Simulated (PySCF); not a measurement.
Another site gives an ion 62124.56 eV lower (`O[SiH2]Br`) at the level CAM-B3LYP-D3(BJ)/def2-TZVPD (PySCF).

Excitations are Tamm–Dancoff values on a coarser integration grid.

Cartesian coordinates (Å):
SMILES: O[SiH2][SiH3]
```xyz
9

O     -1.8561     0.8803    -0.0954
Si    -0.9040    -0.4699    -0.0551
Si     1.3778     0.0611    -0.0923
H     -1.7916     1.5260     0.6103
H     -1.1895    -1.2841     1.1532
H     -1.2837    -1.2511    -1.2491
H      1.7134     0.9282     1.0629
H      2.1936    -1.1724    -0.0009
H      1.7400     0.7819    -1.3335
```
Charge 0, spin multiplicity 1.

### Question
What HOMO, total energy and S1 excitation (TDA) does CAM-B3LYP-D3(BJ)/def2-TZVPD (PySCF) give?

### Answer

```
Item                        Value
-------------------  ------------
HOMO                     -9.18 eV
total energy         -657.8915 Ha
S1 excitation (TDA)       6.06 eV
```
